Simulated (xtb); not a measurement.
Input file for xtb: GFN2-xTB on AsSe+, 2S+1 = 1, a spin state set in the input, which need not be the lowest, a point of a bond scan (R = 2.259 Å). Charge +1.

```
$ xtb mol.xyz --gfn 2 --sp --chrg 1 --uhf 0
2

As     0.00000000     0.00000000     0.00000000
Se     0.00000000     0.00000000     2.25898800
```

The log:

```
[...]
           -------------------------------------------------
          |                Calculation Setup                |
           -------------------------------------------------



           -------------------------------------------------
          |                 G F N 2 - x T B                 |
           -------------------------------------------------

        Reference                      10.1021/acs.jctc.8b01176
      * Hamiltonian:
        H0-scaling (s, p, d)           1.850000    2.230000    2.230000
        zeta-weighting                 0.500000
      * Dispersion:
        s8                             2.700000
        a1                             0.520000
        a2                             5.000000
        s9                             5.000000
      * Repulsion:
        kExp                           1.500000    1.000000
        rExp                           1.000000
      * Coulomb:
        alpha                          2.000000
        third order                    shell-resolved
        anisotropic                    true
        a3                             3.000000
        a5                             4.000000
        cn-shift                       1.200000
        cn-exp                         4.000000
        max-rad                        5.000000


          ...................................................
          :                      SETUP                      :
          :.................................................:
          :  # basis functions                  20          :
          :  # atomic orbitals                  18          :
          :  # shells                            6          :
          :  # electrons                        10          :
          :  max. iterations                   250          :
          :  Hamiltonian                  GFN2-xTB          :
          :  restarted?                      false          :
          :  GBSA solvation                  false          :
          :  PC potential                    false          :
          :  electronic temp.          300.0000000     K    :
          :  accuracy                    1.0000000          :
          :  -> integral cutoff          0.2500000E+02      :
          :  -> integral neglect         0.1000000E-07      :
          :  -> SCF convergence          0.1000000E-05 Eh   :
          :  -> wf. convergence          0.1000000E-03 e    :
          :  Broyden damping             0.4000000          :
          :  net charge                          1          :
          :  unpaired electrons                  0          :
          ...................................................

 iter      E             dE          RMSdq      gap      omega  full diag
   1     -5.0943530 -0.509435E+01  0.241E+01    1.95       0.0  T
   2     -5.0561333  0.382197E-01  0.151E+01    2.12       1.0  T
   3     -3.8135543  0.124258E+01  0.339E+01    3.27       1.0  T
   4     -5.0960539 -0.128250E+01  0.261E+00    2.01       1.0  T
   5     -5.0960499  0.397979E-05  0.207E+00    1.98       1.0  T
   6     -5.0904261  0.562378E-02  0.340E+00    2.04       1.0  T
   7     -5.0955437 -0.511759E-02  0.173E+00    2.02       1.0  T
   8     -5.0975692 -0.202544E-02  0.721E-02    1.99       1.0  T
   9     -5.0975709 -0.173721E-05  0.405E-02    1.99       1.7  T
  10     -5.0975678  0.312623E-05  0.490E-02    1.99       1.4  T
  11     -5.0975709 -0.315011E-05  0.502E-03    1.99      14.1  T
  12     -5.0975709 -0.232358E-07  0.199E-03    1.99      35.5  T
  13     -5.0975709  0.487264E-09  0.117E-03    1.99      60.7  T
  14     -5.0975709 -0.118137E-08  0.339E-04    1.99     208.8  T
  15     -5.0975709 -0.527285E-10  0.561E-05    1.99    1260.4  T

   *** convergence criteria satisfied after 15 iterations ***

         #    Occupation            Energy/Eh            Energy/eV
      -------------------------------------------------------------
         1        2.0000           -0.9570989             -26.0440
         2        2.0000           -0.8936304             -24.3169
         3        2.0000           -0.6654721             -18.1084
         4        2.0000           -0.6429056             -17.4944
         5        2.0000           -0.6429056             -17.4944 (HOMO)
         6                         -0.5696218             -15.5002 (LUMO)
         7                         -0.5696218             -15.5002
         8                         -0.4036131             -10.9829
         9                         -0.2127722              -5.7898
        10                         -0.2127722              -5.7898
       ...                                ...                  ...
        18                          0.6509761              17.7140
      -------------------------------------------------------------
                  HL-Gap            0.0732838 Eh            1.9942 eV
             Fermi-level           -0.6062637 Eh          -16.4973 eV

 SCC (total)                   0 d,  0 h,  0 min,  0.004 sec
 SCC setup                      ...        0 min,  0.000 sec (  2.231%)
 Dispersion                     ...        0 min,  0.000 sec (  0.501%)
 classical contributions        ...        0 min,  0.000 sec (  0.341%)
 integral evaluation            ...        0 min,  0.001 sec ( 14.353%)
 iterations                     ...        0 min,  0.002 sec ( 58.044%)
 molecular gradient             ...        0 min,  0.001 sec ( 22.237%)
 printout                       ...        0 min,  0.000 sec (  1.986%)

         :::::::::::::::::::::::::::::::::::::::::::::::::::::
         ::                     SUMMARY                     ::
         :::::::::::::::::::::::::::::::::::::::::::::::::::::
         :: total energy              -5.093087948775 Eh    ::
         :: gradient norm              0.095967499464 Eh/a0 ::
         :: HOMO-LUMO gap              1.994154817532 eV    ::
         ::.................................................::
         :: SCC energy                -5.097570942208 Eh    ::
         :: -> isotropic ES            0.103139776152 Eh    ::
         :: -> anisotropic ES         -0.002362244532 Eh    ::
         :: -> anisotropic XC          0.000632122439 Eh    ::
         :: -> dispersion             -0.000982307279 Eh    ::
         :: repulsion energy           0.004482993433 Eh    ::
         :: add. restraining           0.000000000000 Eh    ::
         :: total charge               1.000000000000 e     ::
         :::::::::::::::::::::::::::::::::::::::::::::::::::::

           -------------------------------------------------
          |                Property Printout                |
           -------------------------------------------------

    * Orbital Energies and Occupations

         #    Occupation            Energy/Eh            Energy/eV
      -------------------------------------------------------------
         1        2.0000           -0.9570989             -26.0440
         2        2.0000           -0.8936304             -24.3169
         3        2.0000           -0.6654721             -18.1084
         4        2.0000           -0.6429056             -17.4944
         5        2.0000           -0.6429056             -17.4944 (HOMO)
         6                         -0.5696218             -15.5002 (LUMO)
         7                         -0.5696218             -15.5002
         8                         -0.4036131             -10.9829
         9                         -0.2127722              -5.7898
        10                         -0.2127722              -5.7898
        11                         -0.1666309              -4.5343
        12                         -0.1666309              -4.5343
        13                         -0.1510970              -4.1116
Note: The following floating-point exceptions are signalling: IEEE_DENORMAL
normal termination of xtb
        14                         -0.1510970              -4.1116
        15                         -0.0347483              -0.9455
        16                          0.0115790               0.3151
       ...                                ...                  ...
        18                          0.6509761              17.7140
      -------------------------------------------------------------
                  HL-Gap            0.0732838 Eh            1.9942 eV
             Fermi-level           -0.6062637 Eh          -16.4973 eV

     #   Z          covCN         q      C6AA      α(0)
     1  33 As       0.923     0.491   232.698    28.948
     2  34 Se       0.923     0.509   211.013    25.458

 Mol. C6AA /au·bohr⁶  :        885.638829
 Mol. C8AA /au·bohr⁸  :      65652.583385
 Mol. α(0) /au        :         54.405271


Wiberg/Mayer (AO) data.
largest (>0.10) Wiberg bond orders for each atom

 ---------------------------------------------------------------------------
     #   Z sym  total        # sym  WBO       # sym  WBO       # sym  WBO
 ---------------------------------------------------------------------------
     1  33 As   2.853 --     2 Se   2.853
     2  34 Se   2.853 --     1 As   2.853
 ---------------------------------------------------------------------------

Topologies differ in total number of bonds
Writing topology from bond orders to xtbtopo.mol

molecular dipole:
                 x           y           z       tot (Debye)
 q only:        0.000       0.000       2.172
   full:        0.000      -0.000       1.758       4.467
molecular quadrupole (traceless):
                xx          xy          yy          xz          yz          zz
 q only:       -4.636       0.000      -4.636       0.000       0.000       9.271
  q+dip:       -4.046       0.000      -4.046       0.000      -0.000       8.093
   full:       -2.972      -0.000      -2.972       0.000      -0.000       5.945


           -------------------------------------------------
          | TOTAL ENERGY               -5.093087948775 Eh   |
          | GRADIENT NORM               0.095967499464 Eh/α |
          | HOMO-LUMO GAP               1.994154817532 eV   |
           -------------------------------------------------

------------------------------------------------------------------------
------------------------------------------------------------------------
 total:
 SCF:
```

The run finished.

Cost: roughly 0.03 core-seconds.
